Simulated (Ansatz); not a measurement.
```yaml
crystal:
  periodic: [false, false, false]
  atoms:
    - {symbol: F, position_ang: [-1.421022, 0.404669, 1.506687]}
    - {symbol: Si, position_ang: [0.171287, 0.384940, 1.277748]}
    - {symbol: Si, position_ang: [0.529310, -0.472780, -0.878085]}
    - {symbol: F, position_ang: [0.557342, -2.074492, -0.816828]}
    - {symbol: S, position_ang: [-1.017551, 0.259917, -2.128623]}
    - {symbol: H, position_ang: [0.667707, 1.781744, 1.366708]}
    - {symbol: H, position_ang: [0.776884, -0.437450, 2.355029]}
    - {symbol: H, position_ang: [1.796702, -0.036710, -1.511668]}
    - {symbol: H, position_ang: [-1.972261, 0.143963, -1.188068]}
basis:
  gaussian: {orbitals: STO-3G, final_grid: {core_spheres: 1, valence_spheres: 1, degree: 3}}
hamiltonian: {xc: {name: r2SCAN}}
output: {forces: true}
```

```sh
$ ansatz run in.yaml --threads 4 --pin off --events-out ev --progress --plain --max-ram 10444MiB
```

Output, abridged:

```
Functional definition: r2SCAN
484 factors; integrals over basis functions are off by at most 4.1e-5 eV
mean field evaluation 1: about -31703.4714 eV, gradient 2.7e1 eV
mean field evaluation 2: about -31700.7259 eV, gradient 4.2e1 eV
mean field evaluation 4: about -31706.2448 eV, gradient 1.5e0 eV
mean field evaluation 8: about -31649.3947 eV, gradient 8.4e0 eV
mean field evaluation 16: about -31649.7508 eV, gradient 1.1e-3 eV
mean field -31649.75082902 eV, -1163.1068899950 hartree, gradient 5.8e-5 eV, S^2 0.000000; 0 other end points of the search recorded, 0 dependent functions left out
reference -31649.75082923 eV, -1163.1068900025 hartree; 33, 33 occupied and 8, 8 virtual orbitals, 484 factors
Total energy: -31649.75082923 eV, -1163.1068900025 hartree
Atom 0 at    -1.421022     0.404669     1.506687 Å, force     1.075176     1.439040    -1.753791 eV/Å
Atom 1 at     0.171287     0.384940     1.277748 Å, force    -2.276132     0.242543     0.950402 eV/Å
Atom 2 at     0.529310    -0.472780    -0.878085 Å, force    -1.892772    -1.557812    -2.467320 eV/Å
Atom 3 at     0.557342    -2.074492    -0.816828 Å, force     1.389127     1.717545     1.514110 eV/Å
Atom 4 at    -1.017551     0.259917    -2.128623 Å, force     3.627440    -0.333292     3.839353 eV/Å
Atom 5 at     0.667707     1.781744     1.366708 Å, force     1.943602    -4.788033    -2.441014 eV/Å
Atom 6 at     0.776884    -0.437450     2.355029 Å, force    -0.045770     1.048013    -2.962643 eV/Å
Atom 7 at     1.796702    -0.036710    -1.511668 Å, force    -3.239786     2.746011     3.143766 eV/Å
Atom 8 at    -1.972261     0.143963    -1.188068 Å, force    -0.580885    -0.514016     0.177136 eV/Å
Dipole moment:     0.036274     0.052326     0.506405 e Å
```

In this input the integration grid is far too coarse. The run converged. The result belongs to that input, not to the molecule as meant.
